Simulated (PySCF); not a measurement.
Structure problem from calculated spectra and properties.

Formula: C5H10ClN3Si.

- 1H NMR: chemical shifts (computed TMS as zero) by class: 5.51 (1 H), 2.47 (3 H), 0.45 (6 H) ppm [GIAO PBE0/pcSseg-1]
- Dipole: 1.59 D [PBE0/pcSseg-1]
- Rotational structure: rotational constants A, B, C: 1.740, 0.550, 0.486 GHz [GFN2-xTB]
- NMR, other nuclei: isotropic shieldings of nuclei other than C and H, by class: -111 (1 N), -102 (1 N), -8 (1 N), 346 (1 Si), 812 (1 Cl) ppm [GIAO PBE0/pcSseg-1]
- 13C NMR: chemical shifts (computed TMS as zero) by class: 150.2 (1 C), 147.5 (1 C), 12.2 (1 C), -0.8 (2 C) ppm [GIAO PBE0/pcSseg-1]

Gas-phase values; electronic properties from PySCF, density fitting. Levels stand in brackets. One conformer (not necessarily the lowest) at the GFN2-xTB geometry, without solvent, vibrations or thermal averaging. NMR classes are plain means over equivalent atoms (diastereotopic ones count apart unless rotation or inversion swaps them), as if these changed places fast.

Task: Propose a structure and show how it fits.

Result: Numbering: `[CH3:1][c:2]1[n:3][n:4]([SiH:5]([CH3:6])[CH3:7])[n:8][c:9]1[Cl:10]`. Its formula, C5H10ClN3Si, gives 3 degrees of unsaturation: 1 ring and 2 π bonds in the structure found (Kekulé form). 5 carbons fall into 4 classes; from least to most shielded: aromatic C–Cl carbon [C9] (150.2 ppm), substituted aromatic carbon [C2] (147.5 ppm), benzylic-type carbon [C1] (12.2 ppm), Si-methyl carbon [C6/C7] (-0.8 ppm, 2 C). Hydrogen classes from least to most shielded: 1 H on an SiH silicon, Si5 (5.51 ppm), 3 H on a benzylic-type carbon, C1 (2.47 ppm), 6 H on 2 Si-methyl carbons, C6/C7 (0.45 ppm, a mean of values up to 0.8 ppm apart in this geometry). The other shieldings belong to: -111 ppm, pyridine-type nitrogen [N3]; -102 ppm, pyridine-type nitrogen [N8]; -8 ppm, pyrrole-type nitrogen [N4]; 346 ppm, SiH silicon [Si5]; 812 ppm, aryl chlorine [Cl10]. The optimised geometry has point group Cs and is an asymmetric top. Structure: `CC1=NN([SiH](C)C)N=C1Cl`. The assignments are read from this structure; whether some other isomer fits the data as well wasn't checked.

Conformer computed: `[CH3:1][c:2]1[n:3][n:4]([SiH:5]([CH3:6])[CH3:7])[n:8][c:9]1[Cl:10]`: N3–N4–Si5–C6 120°.
